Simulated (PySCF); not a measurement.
PySCF 2.14 output of an unrestricted MN15 calculation on a single atom or ion in pcseg-2, with no relativity, point nucleus:

```
SCF conv_tol = 1e-09
number electrons alpha = 2  beta = 1
    H. S. Yu, X. He, S. L. Li, and D. G. Truhlar.,  Chem. Sci. 7, 5032-5051 (2016)
    H. S. Yu, X. He, S. L. Li, and D. G. Truhlar.,  Chem. Sci. 7, 5032-5051 (2016)
cycle= 1 E= -14.3334305657677  delta_E= -0.00102  |g|= 0.00243  |ddm|= 0.117
cycle= 2 E= -14.3334342901387  delta_E= -3.72e-06  |g|= 0.000234  |ddm|= 0.00475
cycle= 3 E= -14.3334343996922  delta_E= -1.1e-07  |g|= 4.13e-05  |ddm|= 0.00164
cycle= 4 E= -14.3334344041144  delta_E= -4.42e-09  |g|= 3.98e-06  |ddm|= 0.000294
cycle= 5 E= -14.3334344041479  delta_E= -3.36e-11  |g|= 6.73e-08  |ddm|= 3.22e-05
converged SCF energy = -14.3334344041479  <S^2> = 0.75001023  2S+1 = 2.0000102
```

The run itself started from symmetry-adapted Hartree-Fock orbitals and held the occupation by maximum overlap, on a logarithmic radial grid, so the iterations belong to that start.

Task: Which element, charge and spin multiplicity is this?

Result: Be⁺ (beryllium, charge +1), multiplicity 2; the state was [He] 2s1, 2S determinant.
